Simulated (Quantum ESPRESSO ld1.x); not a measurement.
The neodymium ion Nd+, configuration [Kr] 4d10 4f4 5s2 5p4 6s1 5f2 (not the ground configuration).

Method: Dirac Kohn-Sham, BLYP, spin-unpolarised, spherical densities, point nucleus; open shells fill j = l - 1/2 first; computed with ld1.x of Quantum ESPRESSO 7.5.

Energy parts (eV):
part                   energy
total                 -261996
kinetic                282594
electron-nucleus      -639025
Hartree                100507
exchange-correlation    -6072

Orbitals (lengths in bohr, moments of r in powers of bohr; <r^-3> diverges for s and p1/2):
orbital  occ.  eigenvalue (eV)      <r^2>   <1/r>  <r^-3>  small-component weight
1s1/2       2         -43390.3  0.0007597   66.07       -                4.95e-02
2s1/2       2         -7032.26    0.01197   15.64       -                1.08e-02
2p1/2       2         -6654.29   0.008748   15.62       -                1.09e-02
2p3/2       4         -6133.95   0.009999   14.03    7954                1.02e-02
3s1/2       2         -1540.99    0.08095   5.664       -                3.35e-03
3p1/2       2         -1379.60    0.07596   5.579       -                3.30e-03
3p3/2       4         -1275.73    0.08333   5.182    1634                3.10e-03
3d3/2       4         -994.680    0.06758   5.052   270.4                2.98e-03
3d5/2       6         -972.219    0.06966   4.952   244.1                2.93e-03
4s1/2       2         -322.485     0.4168   2.352       -                1.04e-03
4p1/2       2         -261.624     0.4434   2.246       -                9.73e-04
4p3/2       4         -239.116     0.4843   2.114   354.8                9.07e-04
4d3/2       4         -139.129     0.5719   1.893   48.90                7.54e-04
4d5/2       6         -135.157     0.5884   1.860   43.64                7.36e-04
4f5/2       4         -21.7947      1.302   1.309   5.308                3.95e-04
4f7/2       0         -21.3611      1.330   1.296   5.148                3.89e-04
5s1/2       2         -59.7985      2.321  0.9247       -                2.34e-04
5p1/2       2         -42.8552      2.868  0.8255       -                1.91e-04
5p3/2       2         -39.4580      3.145  0.7819   53.39                1.75e-04
5f5/2       2          -2.9992      42.46  0.2089  0.1302                1.61e-05
5f7/2       0          -2.9888      42.78  0.2082  0.1293                1.61e-05
6s1/2       1         -13.9596      12.69  0.3817       -                5.14e-05

The highest occupied level is 5f5/2 at -2.999 eV. The configuration is held as typed, so some empty levels lie below it. Summed over all electrons, <r^2> = 130.4 bohr^2, which gives a Langevin (diamagnetic) susceptibility term of -103 x 10^-6 cm^3/mol. The density falls to 0.001 e/bohr^3 at r = 5.64 bohr.
